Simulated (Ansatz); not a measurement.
`N[Si](O)(F)F` + H₂ → `N[SiH](F)F` + H₂O at 500 K and 1 bar (hydrogenolysis of the Si–O bond).

Calculated with Ansatz (gas phase, PBE0-D4/def2-TZVP geometries, no zero-point term in ΔE). CCSD(T)/CBS adds triple-zeta CCSD(T) − MP2 to the extrapolated MP2 energy (def2 sets, frozen cores). This one scheme is used for every species. One conformer a species, not always the lowest.

```csv
species,CCSD(T)/CBS energy (Eh),H − E (kJ/mol),S (J/(mol·K))
`N[Si](O)(F)F`,-620.58997,166.9,385.1
H₂,-1.17544,41.0,145.5
`N[SiH](F)F`,-545.34917,143.1,355.2
H₂O,-76.37941,73.2,206.3
```

H − E and S are ideal-gas, rigid-rotor, harmonic terms from PBE0-D4/def2-TZVP, for one conformer and one mirror image of each species. The MP2-based limit puts H₂ 0.8 mEh under its directly extrapolated value; such offsets cancel only in part. 1 Eh = 2625.50 kJ/mol, R = 8.31446 J/(mol·K).

**Question.** By hand: ΔE, ΔH, ΔS and ΔG.

**Answer.** ΔE = (-545.34917) + (-76.37941) − (-620.58997) − (-1.17544) = 0.03683 Eh = 96.7 kJ/mol. Δ(H − E) = 143.1 + 73.2 − 166.9 − 41.0 = 8.4, so ΔH = 105.1 kJ/mol. ΔS = 355.2 + 206.3 − 385.1 − 145.5 = 30.9 J/(mol·K). ΔG = 105.1 − 500 × (30.9)/1000 = 89.6 kJ/mol.

**Question.** By hand: the equilibrium constant, and the temperature at which ΔG would vanish if ΔH and ΔS stayed fixed.

**Answer.** log₁₀ K = −ΔG/(RT ln 10) = -9.4. ΔG = 0 at ΔH/ΔS = 3401 K, far beyond where these terms or the molecules hold.

ΔH outweighs TΔS. A doubt of 5 kJ/mol in ΔE shifts log₁₀ K by 0.5 here. Other conformers and mirror images would add mixing entropy, several J/(mol·K) or more a flexible species. These are equilibria of isolated gas molecules and say nothing of rates. Largest T1 diagnostic: 0.011 (customary marks: 0.02 for closed shells, 0.045 for open ones).
